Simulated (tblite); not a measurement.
Record of a relaxation.

C4H9BN2.
Bonds: C1–C2 (triple), C2–B3, B3–N4, B3–N5, N5–C6, C6–C7. Hydrogens: H8 on C1; H9, H10 on N4; H11 on N5; H12, H13 on C6; H14, H15, H16 on C7.

Computed with GFN2-xTB (tblite), gas phase: L-BFGS steps from a force-field or distance-geometry start until the largest atomic force falls under 0.01 eV/Å. 10 of its 138 geometries are shown.

Step 0: E = -548.3736 eV, largest atomic force 3.292 eV/Å
```
atom  x, y, z in Å  |  force x, y, z in eV/Å
C1     -2.024    2.196    0.609   -0.200   0.595   0.071
C2     -1.684    1.047    0.479    0.291  -0.517   0.484
B3     -1.217   -0.421    0.327   -0.064  -1.186  -2.355
N4     -2.256   -1.432   -0.202   -0.188   1.063   3.110
N5      0.223   -0.772    0.048   -2.442   0.898  -0.470
C6      1.160    0.257    0.432    0.989  -0.306   0.166
C7      2.546   -0.269    0.072    0.730   0.078  -0.223
H8     -2.338    3.224    0.703    0.253  -0.877  -0.130
H9     -3.193   -0.970   -0.064    1.031  -0.712  -0.482
H10    -2.294   -2.260    0.458    0.281   0.964  -1.441
H11     0.299   -0.964   -0.982    0.037  -0.199   1.497
H12     1.167    0.367    1.541   -0.479   0.325  -0.753
H13     0.980    1.206   -0.103   -0.065   0.019   0.418
H14     2.489   -0.737   -0.935    0.272   0.174   0.730
H15     2.828   -1.012    0.846    0.089   0.350  -0.792
H16     3.306    0.547    0.027   -0.535  -0.669   0.170
```

Step 15: E = -549.6201 eV, largest atomic force 0.339 eV/Å
```
atom  x, y, z in Å  |  force x, y, z in eV/Å
C1     -2.046    2.259    0.630   -0.015   0.064   0.023
C2     -1.699    1.118    0.497    0.050  -0.176   0.035
B3     -1.276   -0.324    0.201   -0.145  -0.140  -0.272
N4     -2.282   -1.314    0.142   -0.080  -0.211  -0.231
N5      0.078   -0.592   -0.083    0.149  -0.138   0.050
C6      1.161    0.261    0.359    0.051   0.229   0.108
C7      2.550   -0.282    0.057    0.006  -0.084  -0.078
H8     -2.347    3.258    0.753   -0.026   0.089   0.036
H9     -3.263   -1.100    0.054    0.157   0.118   0.183
H10    -2.116   -2.297   -0.018    0.161   0.213  -0.048
H11     0.405   -1.406   -0.583   -0.230  -0.078   0.227
H12     1.052    0.414    1.434    0.087   0.078   0.210
H13     1.078    1.248   -0.101   -0.146   0.199  -0.192
H14     2.569   -0.699   -0.944    0.058  -0.049  -0.148
H15     2.844   -1.056    0.761   -0.033  -0.061   0.016
H16     3.285    0.520    0.097   -0.044  -0.052   0.081
```

Step 30: E = -549.7637 eV, largest atomic force 0.158 eV/Å
```
atom  x, y, z in Å  |  force x, y, z in eV/Å
C1     -2.056    2.270    0.647    0.022  -0.030   0.026
C2     -1.717    1.135    0.440   -0.034  -0.010   0.002
B3     -1.285   -0.306    0.140   -0.088   0.041   0.066
N4     -2.271   -1.304   -0.029    0.103  -0.070   0.038
N5      0.087   -0.601    0.046   -0.057  -0.050  -0.053
C6      1.168    0.314    0.348   -0.020  -0.018   0.001
C7      2.528   -0.293    0.020    0.006   0.016   0.003
H8     -2.346    3.265    0.843    0.018  -0.086  -0.025
H9     -3.244   -1.162    0.177    0.078   0.083  -0.110
H10    -2.049   -2.265   -0.225    0.005   0.076   0.029
H11     0.407   -1.531   -0.167   -0.070  -0.054   0.034
H12     1.130    0.573    1.417    0.088   0.059  -0.036
H13     1.022    1.242   -0.219    0.030  -0.015   0.011
H14     2.567   -0.636   -1.012   -0.065   0.039  -0.024
H15     2.741   -1.140    0.670   -0.040  -0.002   0.010
H16     3.309    0.448    0.160    0.024   0.023   0.027
```

Step 46: E = -549.7871 eV, largest atomic force 0.032 eV/Å
```
atom  x, y, z in Å  |  force x, y, z in eV/Å
C1     -2.061    2.261    0.671    0.001  -0.002  -0.003
C2     -1.729    1.127    0.447   -0.005   0.002  -0.009
B3     -1.283   -0.310    0.174    0.001   0.015  -0.002
N4     -2.250   -1.315   -0.012    0.022   0.021  -0.011
N5      0.089   -0.606    0.117   -0.008   0.019   0.013
C6      1.173    0.326    0.344   -0.004   0.005   0.007
C7      2.519   -0.295   -0.005   -0.004   0.001   0.004
H8     -2.353    3.253    0.866   -0.005  -0.013  -0.003
H9     -3.235   -1.124    0.006   -0.010  -0.025  -0.006
H10    -2.028   -2.274   -0.213   -0.012   0.021   0.015
H11     0.399   -1.557   -0.003   -0.004  -0.030   0.001
H12     1.182    0.650    1.396    0.018  -0.020   0.007
H13     1.006    1.222   -0.265   -0.001   0.004   0.003
H14     2.546   -0.583   -1.054   -0.001   0.000   0.006
H15     2.695   -1.179    0.605    0.017  -0.003  -0.009
H16     3.322    0.414    0.181   -0.005   0.005  -0.011
```

Step 61: E = -549.7905 eV, largest atomic force 0.048 eV/Å
```
atom  x, y, z in Å  |  force x, y, z in eV/Å
C1     -2.084    2.273    0.655    0.007  -0.007  -0.008
C2     -1.736    1.148    0.410    0.022  -0.019   0.005
B3     -1.281   -0.292    0.162   -0.025   0.002   0.002
N4     -2.241   -1.300   -0.044   -0.041  -0.015   0.020
N5      0.087   -0.610    0.158   -0.002  -0.004  -0.007
C6      1.182    0.308    0.375    0.019   0.016  -0.002
C7      2.520   -0.299   -0.028    0.016   0.016  -0.004
H8     -2.388    3.259    0.866    0.001  -0.027  -0.023
H9     -3.228   -1.123   -0.041    0.004   0.001  -0.007
H10    -2.009   -2.268   -0.181   -0.006   0.029  -0.008
H11     0.375   -1.572    0.078    0.025   0.001   0.010
H12     1.228    0.609    1.433    0.003  -0.016   0.019
H13     0.997    1.214   -0.211    0.000   0.041   0.016
H14     2.519   -0.573   -1.081   -0.031  -0.025   0.004
H15     2.734   -1.185    0.568   -0.019  -0.018  -0.019
H16     3.317    0.420    0.137    0.029   0.025   0.003
```

Step 76: E = -549.8031 eV, largest atomic force 0.091 eV/Å
```
atom  x, y, z in Å  |  force x, y, z in eV/Å
C1     -2.124    2.272    0.564   -0.025   0.022  -0.024
C2     -1.715    1.169    0.320   -0.033  -0.010   0.026
B3     -1.255   -0.278    0.152    0.014   0.002   0.022
N4     -2.223   -1.275   -0.075   -0.011   0.026   0.014
N5      0.104   -0.610    0.275    0.048  -0.077   0.006
C6      1.219    0.280    0.502    0.035  -0.002   0.022
C7      2.500   -0.288   -0.107   -0.009   0.025   0.000
H8     -2.488    3.239    0.763    0.028   0.031  -0.027
H9     -3.199   -1.067   -0.174   -0.023   0.020   0.012
H10    -2.021   -2.256   -0.134    0.052  -0.027  -0.022
H11     0.375   -1.582    0.300   -0.016   0.032  -0.017
H12     1.379    0.440    1.581   -0.004  -0.016   0.008
H13     0.987    1.254    0.063   -0.029  -0.048  -0.015
H14     2.348   -0.526   -1.157   -0.017   0.012   0.008
H15     2.792   -1.196    0.419    0.009   0.023  -0.047
H16     3.312    0.432   -0.032   -0.019  -0.011   0.034
```

Step 91: E = -549.8241 eV, largest atomic force 0.052 eV/Å
```
atom  x, y, z in Å  |  force x, y, z in eV/Å
C1     -2.132    2.288    0.406    0.028   0.014  -0.005
C2     -1.678    1.176    0.340   -0.026  -0.017  -0.018
B3     -1.224   -0.281    0.243    0.004  -0.015  -0.025
N4     -2.197   -1.252   -0.067   -0.009  -0.024  -0.003
N5      0.114   -0.656    0.452   -0.019   0.037  -0.031
C6      1.253    0.204    0.661    0.000   0.012   0.021
C7      2.444   -0.238   -0.191   -0.025   0.014   0.018
H8     -2.510    3.268    0.464    0.026   0.001   0.007
H9     -3.164   -1.027   -0.210    0.024   0.009   0.003
H10    -1.990   -2.225   -0.205    0.004  -0.003   0.044
H11     0.356   -1.635    0.450    0.015   0.009   0.007
H12     1.550    0.207    1.722    0.012  -0.028  -0.005
H13     0.963    1.224    0.399   -0.025  -0.026  -0.004
H14     2.137   -0.339   -1.230    0.018   0.003   0.010
H15     2.826   -1.197    0.158   -0.025   0.010  -0.042
H16     3.247    0.492   -0.135   -0.003   0.005   0.024
```

Step 107: E = -549.8511 eV, largest atomic force 0.066 eV/Å
```
atom  x, y, z in Å  |  force x, y, z in eV/Å
C1     -1.984    2.303    0.209    0.023  -0.032   0.007
C2     -1.629    1.155    0.232    0.011   0.021  -0.033
B3     -1.216   -0.318    0.246   -0.034   0.002   0.032
N4     -2.187   -1.301   -0.030    0.021   0.015   0.005
N5      0.099   -0.704    0.552   -0.002   0.008   0.001
C6      1.250    0.128    0.792    0.005  -0.029  -0.002
C7      2.339   -0.102   -0.257    0.006  -0.008  -0.021
H8     -2.289    3.311    0.196    0.010  -0.020   0.001
H9     -3.143   -1.086   -0.239   -0.043   0.037  -0.001
H10    -1.994   -2.286   -0.022    0.014  -0.025  -0.004
H11     0.326   -1.687    0.558    0.011  -0.034   0.000
H12     1.673   -0.089    1.783   -0.015   0.009   0.064
H13     0.929    1.170    0.779   -0.032   0.007  -0.029
H14     1.946    0.089   -1.254    0.018   0.011   0.028
H15     2.691   -1.133   -0.214   -0.004   0.037  -0.024
H16     3.182    0.559   -0.074    0.010   0.002  -0.024
```

Step 122: E = -549.8557 eV, largest atomic force 0.046 eV/Å
```
atom  x, y, z in Å  |  force x, y, z in eV/Å
C1     -1.902    2.294    0.149   -0.009  -0.006   0.005
C2     -1.593    1.134    0.202    0.007  -0.022  -0.014
B3     -1.213   -0.347    0.253   -0.022   0.010   0.015
N4     -2.197   -1.320   -0.007   -0.008   0.015  -0.001
N5      0.098   -0.739    0.570    0.009  -0.045  -0.005
C6      1.240    0.104    0.820   -0.012  -0.007   0.028
C7      2.306   -0.046   -0.267   -0.009   0.011  -0.001
H8     -2.177    3.309    0.108    0.011   0.001   0.000
H9     -3.152   -1.094   -0.215    0.015   0.006   0.001
H10    -2.017   -2.307    0.024   -0.010  -0.002  -0.007
H11     0.331   -1.721    0.573   -0.006   0.006   0.007
H12     1.680   -0.143    1.797    0.013  -0.009  -0.012
H13     0.890    1.137    0.858    0.003   0.028  -0.014
H14     1.896    0.252   -1.229    0.009  -0.004  -0.007
H15     2.635   -1.081   -0.337    0.003  -0.001   0.005
H16     3.167    0.576   -0.042    0.003   0.017  -0.003
```

Step 137: E = -549.8570 eV, largest atomic force 0.007 eV/Å
```
atom  x, y, z in Å  |  force x, y, z in eV/Å
C1     -1.881    2.284    0.132    0.002   0.003   0.004
C2     -1.574    1.124    0.193    0.000  -0.005   0.005
B3     -1.208   -0.360    0.258    0.001  -0.002  -0.004
N4     -2.209   -1.317    0.002    0.002  -0.003  -0.004
N5      0.101   -0.759    0.575   -0.002   0.001   0.000
C6      1.238    0.090    0.827    0.005  -0.001  -0.002
C7      2.299   -0.025   -0.270   -0.001   0.001  -0.002
H8     -2.147    3.301    0.083    0.004   0.004  -0.002
H9     -3.157   -1.069   -0.210    0.000  -0.001  -0.002
H10    -2.051   -2.308    0.028    0.002   0.001   0.001
H11     0.333   -1.741    0.583   -0.002  -0.002   0.002
H12     1.693   -0.171    1.794   -0.004   0.002   0.004
H13     0.879    1.119    0.885    0.001   0.003   0.000
H14     1.875    0.264   -1.229   -0.006  -0.002   0.001
H15     2.660   -1.049   -0.345    0.001   0.003   0.002
H16     3.142    0.625   -0.048   -0.002  -0.001  -0.003
```

**Question.** Summarise the path.

**Answer.** The energy falls by 1.4834 eV from step 0 to step 137; nine tenths of that is first reached at step 20. It rises by more than 0.2 meV at step 99. The largest force goes from 3.292 to 0.007 eV/Å. Among the bonds B3–N4 changes most, from 1.543 to 1.408 Å; the atoms move by 0.769 Å rms after alignment.

**Question.** Follow the three bonds and two angles with the largest change from start to end.

**Answer.** 
| step | E above end (eV) | largest force (eV/Å) | B3–N4 (Å) | B3–N5 (Å) | N4–H10 (Å) | B3–N4–H9 (°) | B3–N4–H10 (°) |
| --- | --- | --- | --- | --- | --- | --- | --- |
| 0 | 1.4834 | 3.292 | 1.543 | 1.509 | 1.059 | 105.4 | 108.8 |
| 6 | 0.6012 | 1.043 | 1.417 | 1.425 | 1.011 | 116.0 | 125.3 |
| 12 | 0.3236 | 1.042 | 1.414 | 1.426 | 0.983 | 122.7 | 122.4 |
| 18 | 0.1664 | 0.336 | 1.408 | 1.411 | 1.003 | 121.5 | 125.1 |
| 24 | 0.1191 | 0.131 | 1.404 | 1.406 | 1.002 | 122.6 | 123.4 |
| 30 | 0.0933 | 0.158 | 1.412 | 1.406 | 1.006 | 123.5 | 123.0 |
| 36 | 0.0774 | 0.095 | 1.408 | 1.405 | 1.005 | 122.1 | 123.9 |
| 42 | 0.0708 | 0.063 | 1.407 | 1.404 | 1.004 | 122.3 | 124.5 |
| 48 | 0.0696 | 0.040 | 1.408 | 1.405 | 1.004 | 122.8 | 123.6 |
| 54 | 0.0685 | 0.061 | 1.408 | 1.406 | 1.005 | 123.2 | 123.2 |
| 60 | 0.0669 | 0.060 | 1.408 | 1.405 | 1.004 | 123.0 | 123.6 |
| 66 | 0.0626 | 0.073 | 1.407 | 1.406 | 1.003 | 123.1 | 123.1 |
| 71 | 0.0579 | 0.095 | 1.409 | 1.407 | 1.005 | 123.0 | 123.5 |
| 77 | 0.0528 | 0.133 | 1.408 | 1.403 | 1.003 | 122.5 | 124.5 |
| 83 | 0.0409 | 0.122 | 1.408 | 1.406 | 1.006 | 121.9 | 123.9 |
| 89 | 0.0345 | 0.051 | 1.409 | 1.404 | 1.004 | 122.4 | 124.4 |
| 95 | 0.0295 | 0.094 | 1.408 | 1.402 | 1.004 | 122.6 | 123.3 |
| 101 | 0.0176 | 0.131 | 1.410 | 1.406 | 1.004 | 122.6 | 124.2 |
| 107 | 0.0059 | 0.066 | 1.409 | 1.404 | 1.004 | 123.3 | 123.4 |
| 113 | 0.0024 | 0.038 | 1.408 | 1.405 | 1.004 | 123.2 | 123.3 |
| 119 | 0.0017 | 0.022 | 1.408 | 1.405 | 1.004 | 123.2 | 123.2 |
| 125 | 0.0006 | 0.028 | 1.408 | 1.405 | 1.004 | 123.0 | 123.5 |
| 131 | 0.0001 | 0.015 | 1.408 | 1.405 | 1.004 | 122.8 | 123.7 |
| 137 | 0.0000 | 0.007 | 1.408 | 1.405 | 1.004 | 122.8 | 123.7 |

The cost below is that of the whole relaxation. Hardware: one thread, Intel Xeon Platinum 8488C (x86_64), shared host with 96 logical CPUs at a one-minute load of 24. Cost: 0.64 s of wall time.
